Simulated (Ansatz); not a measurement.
CuI, triplet, geometry from GFN2-xTB (such geometries of metal compounds can be far from the true shape) (the multiplicity is a formal guess) (core potentials on I); HF/def2-SV(P) run with Ansatz (a program for electronic structure).

Ansatz was given this input:
Ansatz 0.2 input:
```yaml
crystal:
  periodic: [false, false, false]
  atoms:
    - {symbol: Cu, position_ang: [-0.00000000, -0.00000000, -1.62833231]}
    - {symbol: I, position_ang: [0.00000000, 0.00000000, 0.89097428]}
basis:
  gaussian:
    orbitals: def2-SV_P_.json
hamiltonian:
  xc: hf
magnetization: {spin_polarized: true, initial_magnetization: 2}
```
The basis file holds def2-SV(P) in the JSON format of the Basis Set Exchange.

Problem. Write the output that Ansatz gives for this input, abridged.

Solution. 
```
Functional definition: HF
593 factors; integrals over basis functions are off by at most 6.7e-4 eV
mean field evaluation 1: about -52657.4850 eV, gradient 3.6e1 eV
mean field evaluation 2: about -52657.5948 eV, gradient 3.6e1 eV
mean field evaluation 4: about -52662.3177 eV, gradient 2.6e0 eV
mean field evaluation 8: about -52662.5774 eV, gradient 2.2e-1 eV
mean field evaluation 16: about -52662.5918 eV, gradient 1.6e-5 eV
mean field evaluation 32: about -52664.2869 eV, gradient 3.1e-1 eV
mean field evaluation 64: about -52664.3386 eV, gradient 4.9e-1 eV
mean field evaluation 96: about -52664.1311 eV, gradient 6.9e-2 eV
mean field evaluation 128: about -52664.3654 eV, gradient 2.9e0 eV
mean field evaluation 160: about -52658.4783 eV, gradient 8.9e0 eV
mean field evaluation 192: about -52659.8722 eV, gradient 3.1e0 eV
mean field evaluation 224: about -52664.4016 eV, gradient 7.9e-6 eV
mean field -52664.40156066 eV, -1935.3810601409 hartree, gradient 7.9e-6 eV, S^2 2.004932; 7 other end points of the search recorded, 0 dependent functions left out
reference -52664.40156066 eV, -1935.3810601409 hartree; 28, 26 occupied and 22, 24 virtual orbitals, 593 factors
Total energy: -52664.40156066 eV, -1935.3810601409 hartree
```
